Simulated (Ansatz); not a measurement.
`[CH3][Zn][Br]` + `F[SiH]1CO1` → `[CH3][Zn][F]` + `Br[SiH]1CO1` at 400 K and 1 bar (redistribution).

Calculated with Ansatz (gas phase, PBE0-D4/def2-TZVP geometries, no zero-point term in ΔE). CCSD(T)/CBS is the MP2 limit (def2-TZVPP, def2-QZVPP) plus CCSD(T) − MP2 in def2-TZVPP, frozen cores. For Br, Zn outer-core shells are correlated without core-valence functions, which leaves a few kJ/mol of doubt a bond. Scalar relativity is left out up to krypton.

| species | CCSD(T)/CBS energy (Eh) | H − E (kJ/mol) | S (J/(mol·K)) |
| --- | --- | --- | --- |
| `[CH3][Zn][Br]` | -4391.61974 | 118.9 | 324.4 |
| `F[SiH]1CO1` | -503.94479 | 132.9 | 308.3 |
| `[CH3][Zn][F]` | -1918.06698 | 120.3 | 299.5 |
| `Br[SiH]1CO1` | -2977.45276 | 130.2 | 334.0 |

H − E and S are ideal-gas, rigid-rotor, harmonic terms from PBE0-D4/def2-TZVP, for one conformer and one mirror image of each species. 1 Eh = 2625.50 kJ/mol, R = 8.31446 J/(mol·K).

Task: By hand: ΔE, ΔH, ΔS and ΔG.

Result: ΔE = (-1918.06698) + (-2977.45276) − (-4391.61974) − (-503.94479) = 0.04479 Eh = 117.6 kJ/mol. Δ(H − E) = 120.3 + 130.2 − 118.9 − 132.9 = -1.3, so ΔH = 116.3 kJ/mol. ΔS = 299.5 + 334.0 − 324.4 − 308.3 = 0.8 J/(mol·K). ΔG = 116.3 − 400 × (0.8)/1000 = 116.0 kJ/mol.

Task: By hand: the equilibrium constant, and the temperature at which ΔG would vanish if ΔH and ΔS stayed fixed.

Result: log₁₀ K = −ΔG/(RT ln 10) = -15.1. ΔG = 0 at ΔH/ΔS = 145375 K, far beyond where these terms or the molecules hold.

The number of gas molecules stays the same, so ΔS is small and ΔH decides. A doubt of 5 kJ/mol in ΔE shifts log₁₀ K by 0.7 here. Other conformers and mirror images would add mixing entropy, several J/(mol·K) or more a flexible species. These are equilibria of isolated gas molecules and say nothing of rates. Largest T1 diagnostic: 0.016 (customary marks: 0.02 for closed shells, 0.045 for open ones).
